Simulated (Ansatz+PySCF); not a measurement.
**singlet ScF₃: levels of theory in one basis**

```json
{"atom": "Sc", "x (Å)": "0.0055", "y (Å)": "-0.0083", "z (Å)": "-0.0008"}
{"atom": "F", "x (Å)": "1.8140", "y (Å)": "0.0051", "z (Å)": "-0.0028"}
{"atom": "F", "x (Å)": "-0.9034", "y (Å)": "1.5841", "z (Å)": "-0.0019"}
{"atom": "F", "x (Å)": "-0.9138", "y (Å)": "-1.5723", "z (Å)": "-0.0077"}
```

Basis set: def2-SVP (spherical functions). Correlated methods keep 8 orbitals frozen. Charge 0, multiplicity 1.

Computed with Ansatz (development build ahead of 0.2.0); each method stands on the lowest determinant of its kind that the runs found.

```tsv
method	E − E(RHF) (eV)	<S²> of the determinant
RHF	0.00	0.00
RHF-MP2	-21.22	–
RHF-CCSD(T)	-21.91	–
```

Task: What does RHF-CCSD give on the same scale?

Result: -21.50 eV.

Task: Is a single determinant a sound starting point here?

Result: By this sign, yes. Unrestricted orbitals gain 0.00 eV and <S²> is 0.00 against 0.00 for a pure state.
